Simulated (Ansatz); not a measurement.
Two isomers of CH8GeSSi: A = `[SiH3]S[CH2][GeH3]`, B = `C[S][GeH2][SiH3]`.

Gas-phase electronic energies from Ansatz, PBE0-D4/def2-TZVP geometries. CCSD(T)/CBS adds triple-zeta CCSD(T) − MP2 to the extrapolated MP2 energy (def2 sets, frozen cores). DFT in def2-TZVPP. B3LYP here is the variant with VWN-RPA as its local correlation; programs differ in this. For Ge outer-core shells are correlated without core-valence functions, which leaves a few kJ/mol of doubt a bond. Scalar relativity is left out up to krypton. Each species was taken in one conformer, which may not be the lowest.

A:

```xyz
12

Si    0.272    2.239    1.073
S    -0.975    0.600    0.547
C     0.258   -0.437   -0.291
Ge   -0.584   -2.099   -0.921
H    -0.584    3.219    1.787
H     1.386    1.792    1.953
H     0.863    2.862   -0.141
H     0.679    0.091   -1.149
H     1.069   -0.692    0.395
H    -1.713   -1.757   -1.903
H     0.482   -2.953   -1.629
H    -1.152   -2.868    0.280
```

B:

```xyz
12

C     1.689   -1.004   -0.856
S     0.185   -0.702   -1.823
Ge   -1.273   -0.447   -0.166
Si   -0.775    1.540    1.054
H     1.940   -0.152   -0.225
H     2.495   -1.157   -1.573
H     1.590   -1.901   -0.243
H    -1.215   -1.696    0.741
H    -2.651   -0.372   -0.842
H    -1.002    2.723    0.184
H     0.649    1.520    1.482
H    -1.631    1.648    2.266
```

Q: Which isomer does CCSD(T)/CBS put lower? Give the gap. (Estimate.)

A: Ansatz gave: B, by 22.3 kJ/mol.

Q: Give E(B) − E(A) in kJ/mol with CCSD(T)/def2-TZVPP, ωB97M-V, B3LYP-D4, HF/def2-TZVPP, r2SCAN-D4, B3LYP, MP2/def2-TZVPP. (An estimate is asked.)

A: The calculation gave: CCSD(T)/def2-TZVPP -22.9, ωB97M-V -23.3, B3LYP-D4 -30.2, HF/def2-TZVPP -23.1, r2SCAN-D4 -29.3, B3LYP -30.1, MP2/def2-TZVPP -17.7. None reverses the order clearly.

Largest T1 diagnostic: 0.011.
